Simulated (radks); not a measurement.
The numbers below are computed, except where a source is named.
Q: Numerical settings for the lanthanum ion La2+, [Xe] 5d1. Level of theory: scalar-relativistic Kohn-Sham, r2SCAN, spin-unpolarised, spherical densities, finite nucleus; meta-GGA in the generalised Kohn-Sham scheme; Fermi nuclear charge, rms radius 4.855 fm (a radial shooting solver on a logarithmic mesh with Libxc functionals). The defaults (mesh step 0.008 in ln r, mesh end at 40 bohr or more with all orbitals vanishing there, Anderson mixing 0.5 over 9 steps, residual threshold near 1e-9 with the energy settled to 1e-9 hartree or 1e-11 of itself, here a cap of 73 iterations) give E = -8493.350 hartree and 5d at -14.271 eV in 10 iterations. Run on one thread of a shared host, so times are rough (Arm Neoverse V2): 0.09 s of CPU time, 0.09 s wall, 10 iterations on 2254 mesh points. One setting is changed at a time: mesh step in ln r 0.03; mesh step in ln r 0.003; mesh step in ln r 0.2; mesh end (bohr) 2; mesh end (bohr) 20; residual threshold 1e-05; residual threshold 0.01; mixing 0.05; linear mixing, mixing 0.05; linear mixing, mixing 0.8; mixing history 2; iteration cap 2. Which runs fail to converge, and which converge to a wrong energy?

A: Not converged within the cap: mesh step in ln r 0.2; linear mixing, mixing 0.05; linear mixing, mixing 0.8; iteration cap 2. Settled on a wrong energy, with an occupied level pushed above zero by the early mesh end: mesh end (bohr) 2 (+14 hartree). Apart from these: no run marked as converged misses the energy by more than 1 mhartree.
